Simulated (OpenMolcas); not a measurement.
Rh+: effect of correlating more closed shells

```yaml
Program: OpenMolcas
Basis: ANO-RCC-VTZP [7s6p4d2f1g]
Scalar_Hamiltonian: DKH2, point nucleus
Active_space: 8 electrons in 5 orbitals (4d)
State_averaging: 2S+1 = 3 even, 10 roots; 2S+1 = 1 even, 15 roots
Spin-orbit_coupling: RASSI with atomic mean-field integrals over the reference wave functions, term energies averaged over their components
```

Methods on the same reference wave functions:
A. CASSCF
B. SS-CASPT2, IPEA 0.25 Eh, imaginary shift 0.1 Eh (closed shells correlated: none)
C. SS-CASPT2, IPEA 0.25 Eh, imaginary shift 0.1 Eh (closed shells correlated: 4s 4p)
D. SS-CASPT2, IPEA 0.25 Eh, imaginary shift 0.1 Eh (closed shells correlated: 3d 4s 4p)

Energies in cm⁻¹ above 4d⁸ ³F₄, the measured ground level; measured values from NIST Handbook of Basic Atomic Spectroscopic Data.

```tsv
Level	A	B	C	D	Measured
4d⁸ ³F₄	0.0	0.0	0.0	0.0	0.0
4d⁸ ³F₃	2359	2370	2370	2380	2401
4d⁸ ³F₂	3715	3600	3530	3530	3581
4d⁸ ³P₁	15069	11650	11620	11580	10515
4d⁸ ³P₀	15364	11880	11860	11810	10761
4d⁸ ¹G₄	18679	16560	15340	15280	14855
4d⁸ ¹S₀	43955	35510	35630	35500
```

Deviations, from unrounded energies. A percentage is the sum of absolute deviations over the sum of measured energies, with the sign that they share, or ± where signs differ.

```json
{"Against measurement": "mean absolute deviation (cm-1)", "Levels": "5", "A": "2600", "B": "800", "C": "550", "D": "520"}
{"Against measurement": "fine structure of the ground term (%)", "Levels": "2", "A": "±2.9", "B": "±0.8", "C": "-1.3", "D": "-1.3"}
{"Against measurement": "other terms of the ground configuration (%)", "Levels": "3", "A": "+35.9", "B": "+11.0", "C": "+7.4", "D": "+7.0"}
```

C, D lie about equally close to measurement and A furthest from it. The largest miss of D in the table is 4d⁸ ³P₁, by +1100 cm-1. The ranking rests on the paired levels alone, and a cruder setting can come out closer through cancelling errors.

Among B to D the level of the table that moves most is 4d⁸ ¹G₄, by 1300 cm-1 (lowest in D, highest in B). Moves below CASPT2's spread within the term are not significant.

The mean deviations of B to D differ by less than CASPT2's widest spread within a term (710 cm-1), so their order carries little weight.

From A to B the spin-free energies of the other terms of 4d⁸ shown, above ³F, scale by factors of 0.73 to 0.87, as is usual when dynamic correlation screens the repulsion within a d or f shell.

The lowest spin-free term lies below A's lowest term by 0.226 hartree in B, 0.536 hartree in C, 0.588 hartree in D.

What an inner shell adds also hangs on whether the basis holds functions to correlate it.

CASPT2 breaks the degeneracy within a term, and the mean is taken; among the terms shown or strongly mixed into the levels shown the widest spread is 710 cm-1 (4d⁸ ¹G, D). Configurations with an s electron lie low at this charge and mix in, so terms can be misplaced. Without dynamic correlation excited terms often stand tens of per cent too high (terms of higher spin than the ground term too low), and those without a measured partner can miss by more than the paired ones (holds for A). Measured partners are found by configuration, term and J. A level has none where our copy of the source lacks it or the pairing is in doubt (some pairs that miss far off the trend of their configuration count as doubtful), and it then counts in no deviation. Levels of configurations outside the active space are missing. Levels that lie high or do not pair safely by name in every column are left out.
